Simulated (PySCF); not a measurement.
Molecular orbitals of EuH

PBEsol at R = 2.112 Å; Eu x2c-SVPall, H x2c-SVPall; spin-free X2C with a Gaussian nucleus (PySCF 2.14). State: nonet, about 7.0 electrons in the 4f shell (Mulliken). Only the outer orbitals are listed, counted within each symmetry.

| spin | orbital | occ. | ε (eV) | on Eu (%) | main shells (%) |
| --- | --- | --- | --- | --- | --- |
| α | 13σ | 1 | -3.25 | 97 | 46 Eu s, 36 Eu f, 8 Eu d |
| α | 1φ | 1 | -3.24 | 100 | 100 Eu f |
| α | 1φ | 1 | -3.24 | 100 | 100 Eu f |
| α | 3δ | 1 | -3.17 | 100 | 100 Eu f |
| α | 3δ | 1 | -3.17 | 100 | 100 Eu f |
| α | 7π | 1 | -3.13 | 100 | 100 Eu f |
| α | 7π | 1 | -3.13 | 100 | 100 Eu f |
| α | 14σ | 1 | -3.00 | 96 | 60 Eu f, 16 Eu d, 13 Eu s |
| α | 4δ | 0 | -1.52 | 100 | 100 Eu d |
| α | 4δ | 0 | -1.52 | 100 | 100 Eu d |
| α | 8π | 0 | -1.40 | 100 | 80 Eu d, 20 Eu p |
| β | 13σ | 0 | -2.10 | 93 | 68 Eu s, 13 Eu d, 12 Eu p |
| β | 7π | 0 | -0.40 | 100 | 95 Eu d |
| β | 7π | 0 | -0.40 | 100 | 95 Eu d |

Problem. Which are the highest filled and the lowest empty level, where do they sit, and how wide is the gap?

Solution. Highest filled α 14σ at -3.00 eV (in %: 60 Eu f, 16 Eu d, 13 Eu s); lowest empty β 13σ at -2.10 eV (in %: 68 Eu s, 13 Eu d, 12 Eu p); the gap at PBEsol is 0.90 eV.

| Quantity | Value |
| --- | --- |
| bond order (Mayer) | 0.95 |
| ⟨S²⟩ | 20.005 |
| charge on Eu (Mulliken, basis-dependent) | 0.20 |
| charge on Eu (Löwdin, basis-dependent) | 0.18 |
| dipole moment (positive dipole means Eu(−)H(+)) | -3.43 D |

Spin–orbit coupling is left out. The state is the lowest single determinant that the PBE0 search found; with open d or f shells the true ground state can be another one.
